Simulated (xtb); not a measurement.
Al(H)2(PH2) (AlH₄P), SMILES [PH2][AlH2]. All values are semi-empirical tight-binding results from xtb (GFN2-xTB unless named), good for trends rather than for accurate numbers. Geometry optimised at GFN2-xTB.

For metal compounds this method's bond lengths and energies can be far off.

Computed properties:
The orbital gap is 3.72 eV and the zero-point energy is 17.1 kcal/mol. The G − E(el) at 298.15 K (modified RRHO) comes out as 0.2 kcal/mol.
